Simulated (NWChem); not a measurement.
# CH₅FOSi; SMILES FC[SiH2]O

```xyz
9

O     -0.8837     1.5156    -0.1972
Si     0.5142     0.6965     0.1839
C      0.4525    -1.0949    -0.4323
F     -0.5779    -1.7569     0.2183
H     -1.6902     1.2031     0.2239
H      1.6260     1.4123    -0.5010
H      0.7422     0.6556     1.6615
H      1.4035    -1.6221    -0.2312
H      0.2754    -1.1431    -1.5217
```
Atoms are numbered in this order, from 1.

All runs: NWChem. Medium grid unless said otherwise, to which SCAN and Minnesota functionals are sensitive. Structure relaxed at the PBE0/def2-SVP level.

For level LDA (Slater exchange, VWN5)/def2-TZVP:

- highest occupied level (eV) = -6.93
- orbital gap (eV) = 5.91

Task: Estimate the same quantities for level r2SCAN/def2-TZVP.

Result: highest occupied level (eV): -7.14
orbital gap (eV): 6.85
